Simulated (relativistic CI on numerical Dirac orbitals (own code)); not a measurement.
# Level scheme of Ca²⁺

Calculated at this level of theory: Dirac-Coulomb-Breit CI, KLI orbitals optimised for each configuration, model QED, valence Slater integrals scaled by 0.85, P86 correlation energy added to each configuration (own radial code, finite nucleus).

Configurations in the expansion (outside the closed core [Ne]): 3s2 3p6, 3s2 3p5 3d, 3s2 3p5 4s, 3s 3p6 3d, 3s2 3p5 4p, 3s2 3p5 4d, 3s2 3p5 5s, 3s2 3p5 5p, 3s2 3p5 4f, 3s2 3p5 5d, 3s2 3p5 5f, 3s2 3p5 5g, 3s 3p6 4s, 3p6 3d2, 3p5 3d3, 3p5 3d2 4s, 3p5 3d2 4p, 3p5 3d2 4d, 3p5 3d2 5s. Double excitations out of closed p, d and f shells are left out; levels of such configurations are missing from the list, as are those of other unlisted configurations, and high levels can miss mixing partners. These lack a partner that the ground configuration has and come out too high: 3s2 3p5 5p, 3s2 3p5 4f, 3s2 3p5 5d, 3s2 3p5 5f, 3s2 3p5 5g.

```
No.  Configuration  Term  J  E (cm⁻¹)    %  Next component (%)  Landé g  Lifetime (s)
  1        3s2 3p6    1S  0         0  100                                           
  2     3s2 3p5 3d   3P°  0    204459  100                                           
  3     3s2 3p5 3d   3P°  1    204932  100                        1.500      3.76e-07
  4     3s2 3p5 3d   3P°  2    205912   99                        1.499      1.23e-01
  5     3s2 3p5 3d   3F°  4    212556  100                        1.250              
  6     3s2 3p5 3d   3F°  3    213663   99               1 1F°    1.084      2.59e+01
  7     3s2 3p5 3d   3F°  2    214644   99               1 1D°    0.669      1.74e+01
  8     3s2 3p5 3d   3D°  3    226953   79              21 1F°    1.265      8.19e-01
  9     3s2 3p5 3d   1D°  2    227375   59              40 3D°    1.064      2.38e-01
 10     3s2 3p5 3d   3D°  1    228097  100                        0.500      3.45e-08
 11     3s2 3p5 3d   3D°  2    228257   59              40 1D°    1.101      2.92e-01
 12     3s2 3p5 3d   1F°  3    229098   79              20 3D°    1.068      4.09e-01
 13     3s2 3p5 4s   3P°  2    244899  100                        1.501      1.33e-02
 14     3s2 3p5 4s   3P°  1    246286   82              18 1P°    1.409      6.20e-10
 15     3s2 3p5 4s   3P°  0    248017  100                                   1.27e-02
 16     3s2 3p5 4s   1P°  1    250048   81              18 3P°    1.092      1.29e-10
 17     3s2 3p5 4p    3S  1    272915   97                2 3P    1.989      1.47e-09
 18     3s2 3p5 4p    3D  3    278356  100                        1.334      1.28e-09
 19     3s2 3p5 4p    3D  2    278753   75               22 1D    1.140      1.36e-09
 20     3s2 3p5 4p    3D  1    279967   73               17 1P    0.689      1.35e-09
 21     3s2 3p5 4p    3P  2    280964   47               47 1D    1.247      1.41e-09
 22     3s2 3p5 3d   1P°  1    281214   77   21 3s2 3p5 4d 1P°    1.000      1.35e-11
 23     3s2 3p5 4p    1P  1    282479   51               27 3D    0.972      1.52e-09
 24     3s2 3p5 4p    3P  2    283101   49               31 1D    1.280      1.36e-09
 25     3s2 3p5 4p    3P  0    283157   98                2 1S               1.26e-09
 26     3s2 3p5 4p    3P  1    283716   66               32 1P    1.351      1.39e-09
 27     3s2 3p5 4p    1S  0    292825   95     3 3s2 3p5 5p 1S               1.49e-09
 28     3s2 3p5 4d   3P°  0    323595   99                                   9.01e-10
 29     3s2 3p5 4d   3P°  1    323916   95               4 3D°    1.456      8.75e-10
 30     3s2 3p5 4d   3P°  2    324490   83              10 3D°    1.437      9.30e-10
 31     3s2 3p5 4d   3F°  4    324551  100                        1.250      9.64e-10
 32     3s2 3p5 4d   3F°  3    325007   73              23 1F°    1.074      9.65e-10
 33     3s2 3p5 4d   3F°  2    325756   54              28 1D°    0.851      9.77e-10
 34     3s2 3p5 4d   3D°  3    326204   55              41 1F°    1.187      1.00e-09
 35     3s2 3p5 5s   3P°  2    328036   95    3 3s2 3p5 4d 3D°    1.482      1.29e-09
 36     3s2 3p5 4d   3D°  1    328096   91               4 3P°    0.569      5.52e-10
 37     3s2 3p5 4d   3F°  2    328361   46              33 1D°    0.880      9.79e-10
 38     3s2 3p5 4d   3D°  3    328729   41              36 1F°    1.156      9.92e-10
 39     3s2 3p5 5s   3P°  1    328730   49              47 1P°    1.233      4.27e-10
 40     3s2 3p5 4d   3D°  2    328774   48              31 1D°    1.184      9.87e-10
 41     3s2 3p5 5s   3P°  0    331193  100                                   1.29e-09
 42     3s2 3p5 5s   1P°  1    331638   50              49 3P°    1.245      3.17e-10
 43     3s2 3p5 5p    3S  1    340155   90                7 3P    1.943      2.05e-09
 44     3s2 3p5 4d   1P°  1    341355   70   14 3s2 3p5 5d 1P°    0.997      3.40e-11
 45     3s2 3p5 5p    3D  3    341587  100                        1.334      2.21e-09
```

Energies count from the lowest computed level; ° marks odd parity; lifetimes are radiative, by E1, M1, E2, M2, E3 decay to levels of this space only; some are left blank where a channel outside the calculation adds to the decay or the decay crosses a small, uncertain gap.

The mean weight of the leading LS term, summed over parents, in these 45 levels is 80 %, and that of the leading jj configuration (from the same eigenvectors) 76 %.

For a near-neutral ion this model can misplace configurations by up to about 10,000 cm⁻¹ (more where the count of f electrons changes) and terms by 10 to 25 % of their spread. Rates follow the energies as ν³ (E1, M1) or ν⁵ (E2), so they and the lifetimes can be off by large factors. The fine structure of a lone outer electron comes out too small, for d and f at times inverted, and misplaced configurations move strength between like terms. 39 of the 51 excited levels that our extract of the measured tables holds in this range could be paired (the sources list more); they are missed by 1864 cm⁻¹ on average and 4606 at most, and levels without a partner can miss by more.

LS names give the leading component of a level, which can be under half, so a name can repeat, a term be missing and a line seem to break the LS rules.
